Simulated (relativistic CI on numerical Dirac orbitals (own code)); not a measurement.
**What each ingredient does to the levels of Bi78+**

Base calculation: Dirac-Coulomb-Breit CI, KLI orbitals optimised for each configuration, a model potential for QED, unscaled Slater integrals.

CI space (outside the closed core 1s2): 2s2.2p, 2s.2p2, 2p3, 2p2.3s, 2s2.3s, 2p2.3p, 2s2.3p, 2p2.3d, 2s2.3d, 2s.2p.3s, 2s.2p.3p, 2s.2p.3d, 2s2.4s, 2s2.4p, 2s2.4d, 2s2.4f. Levels of other configurations are missing.

Variants: (1) Breit term removed. Shifts of the energy above 2s2.2p 2P°_1/2, in eV, for the lowest level and the first level of each name with at least 55 % of one term (blank where a level changes its place among those of its configuration and J or its character, or is not in the variant):

```csv
Level,Base,Δ(1)
2s2.2p 2P°_1/2,0.0,0.0
2s2.2p 2P°_3/2,2493.3,+28.8
2s.2p2 4P_3/2,2731.0,+0.7
2s.2p2 2D_5/2,2774.1,+16.7
2s.2p2 2P_1/2,2862.2,-0.2
2s.2p2 2D_3/2,2863.7,+8.3
2s.2p2 4P_5/2,5242.5,+38.4
2s.2p2 2S_1/2,5371.9,+22.4
2s.2p2 2P_3/2,5372.5,+32.5
2p3 4S°_3/2,5642.1,+4.2
2p3 2D°_5/2,5664.8,+19.1
2p3 2P°_1/2,5734.5,-0.6
2s2.3s 2S_1/2,13970.0,+43.2
2s2.3p 2P°_1/2,14078.7,+35.5
2s.2p.3s 4P°_1/2,14195.3,+17.2
2s.2p.3s 4P°_3/2,14226.9,+25.1
2s.2p.3s 2P°_1/2,14265.9,+20.8
2s.2p.3p 4D_1/2,14286.6,+9.5
2s2.3p 2P°_3/2,14814.7,+44.0
2s2.3d 2D_3/2,14879.9,+48.8
2s2.3d 2D_5/2,15061.0,+64.3
2s.2p.3d 4F°_3/2,15090.7,+19.3
```

At this charge energies of transitions that change n are usually good to better than 1 %, and those within a shell (Δn = 0) to a few per cent.

Ionisation energy from the two ground configurations alone: base 24637.6 eV; Breit term removed 24688.7 eV. The NIST ASD value (theoretical) is 24640 eV.

LS names give the leading component of a level, which can be under half, so a name can repeat, a term be missing and a line seem to break the LS rules.
